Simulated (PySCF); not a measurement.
SeF₂: breathing scan

Method: r2SCAN/[Se def2-TZVP, F def2-TZVP], no relativity, density fitting, PySCF.

Rigid scan from the singlet minimum (Se–F 1.739 Å (×2); F–Se–F 96.4°). Coordinate: all bonds to the central atom scaled together. Energies in kJ/mol from the minimum.

```json
{"scale of all bonds to the centre": "0.88", "E (kJ/mol)": "177.9", "dipole size (D)": "0.52"}
{"scale of all bonds to the centre": "0.92", "E (kJ/mol)": "68.6", "dipole size (D)": "1.00"}
{"scale of all bonds to the centre": "0.96", "E (kJ/mol)": "15.0", "dipole size (D)": "1.44"}
{"scale of all bonds to the centre": "1.00", "E (kJ/mol)": "0.0", "dipole size (D)": "1.84"}
{"scale of all bonds to the centre": "1.04", "E (kJ/mol)": "11.7", "dipole size (D)": "2.21"}
{"scale of all bonds to the centre": "1.08", "E (kJ/mol)": "41.4", "dipole size (D)": "2.55"}
{"scale of all bonds to the centre": "1.14", "E (kJ/mol)": "107.2", "dipole size (D)": "3.00"}
{"scale of all bonds to the centre": "1.22", "E (kJ/mol)": "214.1", "dipole size (D)": "3.50"}
{"scale of all bonds to the centre": "1.35", "E (kJ/mol)": "394.2", "dipole size (D)": "4.11"}
```

At long bonds a restricted determinant can lie too high, and another spin state can fall below this curve.

Other isomers or separated fragments may lie lower.
